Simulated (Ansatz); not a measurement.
One change: `C=NB(O)F` becomes `O[B](F)[GeH2][SiH3]`.

Ansatz, PBE0-D4/def2-TZVP geometries, multiplicity 1. Each molecule was computed in one conformer, which needn't be the lowest.

Scalar relativity is left out up to krypton.

```
                                        property  `C=NB(O)F`
           HOMO energy (ωB97M-V/def2-TZVPP) / eV       -9.99
  size of the dipole moment (PBE/def2-TZVPP) / D        3.14
               HOMO energy (PBE/def2-TZVPP) / eV       -6.19
size of the dipole moment (B3LYP/def2-TZVPP) / D        3.33
              LUMO energy (PBE0/def2-TZVPP) / eV       -1.13
         HOMO–LUMO gap (ωB97M-V/def2-TZVPP) / eV       11.14
```

Q: What does the change do to each property? (Estimate.)

A: Computed: 
```
                                        property  `O[B](F)[GeH2][SiH3]`  shift
           HOMO energy (ωB97M-V/def2-TZVPP) / eV                 -10.10  -0.11
  size of the dipole moment (PBE/def2-TZVPP) / D                   1.88  -1.26
               HOMO energy (PBE/def2-TZVPP) / eV                  -6.89  -0.70
size of the dipole moment (B3LYP/def2-TZVPP) / D                   1.99  -1.34
              LUMO energy (PBE0/def2-TZVPP) / eV                  -0.67   0.46
         HOMO–LUMO gap (ωB97M-V/def2-TZVPP) / eV                  11.31   0.17
```

With PBE0 the HOMO falls by 0.41 eV and the LUMO rises by 0.46 eV, so the gap widens by about 0.87 eV. PBE moves the HOMO by -0.70 eV and ωB97M-V by -0.11 eV. Dipoles are sizes alone; their direction can turn.

B3LYP here is the variant with VWN-RPA as its local correlation; programs differ in this.
